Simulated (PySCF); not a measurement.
Does the structure fit the spectrum?

A compound C8H8 gives the data below (simulated from a calculation) and was assigned the structure `C=C1C=CC=CC=C1`.

¹³C{¹H} NMR (computed): δ 142.9 (CH, 8C).

¹H NMR (600 MHz, computed): δ 5.83 (s, 8H).

PySCF calculation with shielding tensors at PBE0/pcSseg-1 (GIAO), B3LYP/pcJ-1 coupling constants (without the spin–dipole term) and coordinates at the PBE0-D3(BJ)/def2-SVP level; no solvent model, one conformer, non-relativistic Hamiltonian, fast rotation and ring inversion assumed for equivalent nuclei.

Shifts are taken against calculated references (same method and geometry level): ¹H (σref 31.27) and ¹³C (σref 184.41) against TMS.

**Question.** Compare with the shifts computed for the proposed structure, pairing carbons in order of shift.

**Answer.** Mapped SMILES: `[CH2:1]=[C:2]1[CH:3]=[CH:4][CH:5]=[CH:6][CH:7]=[CH:8]1`; H(Xn) means a hydrogen on atom n.

| atom | computed for proposal | given list | difference |
| --- | --- | --- | --- |
| C2 | 154.5 | 142.9 | +11.6 |
| C3 | 148.6 | 142.9 | +5.7 |
| C8 | 148.6 | 142.9 | +5.7 |
| C5 | 139.2 | 142.9 | -3.7 |
| C6 | 139.2 | 142.9 | -3.7 |
| C4 | 133.6 | 142.9 | -9.3 |
| C7 | 133.6 | 142.9 | -9.3 |
| C1 | 114.6 | 142.9 | -28.3 |

The rms difference is 12.3 ppm and the largest -28.3 ppm at C1 (terminal =CH2 carbon). The proposal also would give 5 carbon signals, not 1. The carbon types in order of shift don't match either: C, CH, CH, CH, CH, CH, CH, CH2 for the proposal against CH, CH, CH, CH, CH, CH, CH, CH in the data. The proposal doesn't fit.

**Question.** Which isomer fits?

**Answer.** SMILES C1=C\C=C/C=C\C=C/1.

- Carbon types of the structure: 8 × CH, which accounts for all hydrogens.
- δC 142.9: alkene CH; an sp2 carbon of a C=C bond.
- δH 5.83: hydrogen on an alkene CH; a vinylic proton, deshielded by the sp2 carbon and the C=C anisotropy.

Other isomers checked: C1=CC2C=CC1C=C2 (rms 45.5 ppm).

The data come from this structure; uniqueness wasn't tested.

Shifts are as computed. Against solution values, carbons near 30 ppm lie about +2 ppm off and those near 130 ppm about +5 ppm. Of 1211 compounds with measured shifts, 218 miss one by over three times the rms of a fit or turn the order of signals round; such compounds aren't used in these exercises.
